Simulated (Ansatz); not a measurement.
Isolated molecules relaxed with PBE0-D4/def2-TZVP in Ansatz; ΔE leaves out vibrations. CCSD(T)/CBS adds triple-zeta CCSD(T) − MP2 to the extrapolated MP2 energy (def2 sets, frozen cores). This one scheme is used for every species. Functionals use def2-TZVPP. Elements past krypton have def2 core potentials. For Sb outer-core shells are correlated without core-valence functions, which leaves a few kJ/mol of doubt a bond. Each species was taken in one conformer, which may not be the lowest.

Reaction (ligand exchange at the Sb–S bond): `[CH3][SbH][S][AlH2]` + CH₃OH → `C[O][SbH][CH3]` + `[AlH2][SH]`

```tsv
level	ΔE (kJ/mol)	difference from CCSD(T)/CBS
LDA (SPW92)	54.0	-0.7
r2SCANh-D4	54.2	-0.5
ωB97M-V	51.2	-3.5
PBE	53.2	-1.5
revPBE	52.6	-2.1
BLYP	41.8	-12.9
CAM-B3LYP	42.1	-12.6
HF/def2-TZVPP	49.9	-4.8
MP2/def2-TZVPP	56.8	2.1
SCS-MP2/def2-TZVPP	50.7	-4.0
CCSD(T)/CBS	54.7	0
```

Largest T1 diagnostic among the species: 0.013.

From BLYP to BHLYP (50 % exact exchange), in def2-TZVPP and without D4, ΔE moves by +7.7 kJ/mol. The D4 term adds +4.5 kJ/mol with B3LYP and +2.4 kJ/mol with PBE0; it sums over pairs of atoms, weighted by their polarisabilities, and B3LYP, whose exchange is more repulsive, gets the larger term.

CCSD(T)/CBS has its own doubt, a few kJ/mol and more with outer-core shells, so smaller differences from it don't rank the levels.

B3LYP here is the variant with VWN-RPA as its local correlation; programs differ in this.
